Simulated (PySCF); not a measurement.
Ga(Br)2(OH) (Br2GaHO), SMILES [OH][Ga]([Br])[Br].

Geometry: PBE0-D3(BJ)/def2-SVP. The structure was generated by enumeration; whether it is a known compound was not checked. The values are those of a single conformer.

Calculation: B3LYP/def2-TZVP run with PySCF.

Computed frontier levels, gap, dipole moment and polarisability:
```json
{
  "highest_occupied_level": "-8.44 eV",
  "lowest_empty_level": "-2.11 eV",
  "orbital_gap": "6.33 eV",
  "dipole_moment": "1.31 D",
  "quadrupole, principal values (traceless, Buckingham form, about the centre of nuclear charge)": "-8.02, 2.78, 5.23 D·Å",
  "mean_static_polarisability": "69.1 bohr³ (10.24 Å³)",
  "polarisability_principal_values": "48.9, 67.8, 90.5 bohr³"
}
```
